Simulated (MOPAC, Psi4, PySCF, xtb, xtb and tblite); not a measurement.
Two geometries of SMILES O(C)[Si](OC)(OC)C (C₄H₁₂O₃Si), relaxed at GFN2-xTB with one dihedral held; other torsions can differ between them too.

Structure A

```
20

C     -2.6731    -0.5985     0.0410
O     -1.4822    -0.2065    -0.5761
Si     0.0050    -0.0127     0.0449
C     -0.0124     0.1100     1.9497
O      0.6618     1.3177    -0.6317
C      0.1270     2.6114    -0.6853
O      0.8704    -1.2720    -0.4938
C      2.2647    -1.3779    -0.5600
H     -2.6443    -1.6594     0.2994
H     -2.8553    -0.0204     0.9498
H     -3.4853    -0.4238    -0.6661
H     -0.6786     0.8970     2.2945
H      0.9741     0.3267     2.3503
H     -0.3480    -0.8192     2.4016
H     -0.9233     2.5849    -0.9807
H      0.6979     3.1760    -1.4232
H      0.2105     3.1009     0.2884
H      2.7016    -0.4652    -0.9663
H      2.5034    -2.2201    -1.2102
H      2.6807    -1.5584     0.4343
```

Structure B

```
20

C     -2.0734    -1.3288    -1.3001
O     -1.5237    -0.2523    -0.5877
Si    -0.0012    -0.0097    -0.0773
C     -0.0081     0.0732     1.8251
O      0.6335     1.3496    -0.7201
C      0.1779     2.6645    -0.5646
O      0.8870    -1.2280    -0.6851
C      2.2778    -1.3862    -0.6271
H     -1.2952    -2.0145    -1.6318
H     -2.7753    -1.8614    -0.6541
H     -2.6077    -0.9351    -2.1667
H     -0.7800     0.7470     2.1847
H      0.9433     0.4347     2.2055
H     -0.1937    -0.8978     2.2739
H     -0.8725     2.7459    -0.8496
H      0.7820     3.3038    -1.2094
H      0.2866     2.9887     0.4730
H      2.7842    -0.4779    -0.9552
H      2.5438    -2.2126    -1.2873
H      2.5927    -1.6209     0.3922
```

Which is lower in energy at the level PBE0-D3(BJ)/def2-TZVP // GFN2-xTB (Psi4), and by how much?

B is lower, by 3.05 kJ/mol (dihedral O5–Si3–O2–C1: -140° in A, 120° in B).

E(B) − E(A) in kJ/mol at the other levels, on the same two geometries: GFN2-xTB (xtb and tblite) -1.55; PBE0/def2-TZVP // GFN2-xTB (Psi4) -3.51; PBE/def2-TZVP // GFN2-xTB (Psi4) -3.38; PBE-D3(BJ)/def2-TZVP // GFN2-xTB (Psi4) -2.88; r2SCAN/def2-TZVP // GFN2-xTB (Psi4) -2.97; AM1, restricted, heats of formation // GFN2-xTB (MOPAC) -9.13; PM7, restricted, heats of formation // GFN2-xTB (MOPAC) -3.10; GFN1-xTB // GFN2-xTB (xtb) -3.91; restricted B3LYP/6-31G*, spherical d, density fitting // GFN2-xTB (PySCF) -5.46; restricted MP2 (frozen core)/3-21G // GFN2-xTB (PySCF) -11.56; restricted Hartree-Fock/STO-3G // GFN2-xTB (PySCF) -2.45; restricted M06-2X/6-31G*, spherical d, density fitting // GFN2-xTB (PySCF) -4.96.
